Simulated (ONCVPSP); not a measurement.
Configuration tests for Ni (ONCV)

ONCVPSP 4.0.1 input, shortened (lines: element, Z, core and valence counts, functional; n l f; lmax; l rc ep ncon nbas qcut; lloc lpopt rc5 dvloc0; l nproj debl; icmod fcfact rcfact), PBE, fully relativistic:

```
  Ni 28.00    3    4        4      upf
    1    0    2.00
    2    0    2.00
    2    1    6.00
    3    0    2.00
    3    1    6.00
    3    2    8.00
    4    0    2.00
    2
    0    1.10    0.00    5    8   13.60
    1    1.10    0.00    4    7   12.20
    2    1.35    0.00    4    9   13.50
    4    3    0.90   -1.00
    0    2    0.80
    1    2    2.30
    2    2    0.40
    3    6.00    1.10
```

Open shells are filled in proportion to 2j + 1.

In the p channel the program set the typed energies aside and used -2.596, 0.250 Ha (j = l + 1/2; the other j can differ).

Energies are relative to the spin-unpolarised reference configuration 3s2 3p6 3d8 4s2; without spin polarisation the order of configurations can differ from experiment.

```json
{"valence configuration": "3s2 3p6 3d8 4s1", "charge": "+1", "ΔE all-electron (eV)": "9.323", "error AE − PS (meV)": "+1.3"}
{"valence configuration": "3s2 3p6 3d8 4s0", "charge": "+2", "ΔE all-electron (eV)": "26.674", "error AE − PS (meV)": "+6.2"}
{"valence configuration": "3s2 3p6 3d7 4s0", "charge": "+3", "ΔE all-electron (eV)": "64.140", "error AE − PS (meV)": "+9.9"}
{"valence configuration": "3s2 3p6 3d8.5 4s1.5", "charge": "0", "ΔE all-electron (eV)": "-1.183", "error AE − PS (meV)": "+3.3"}
```
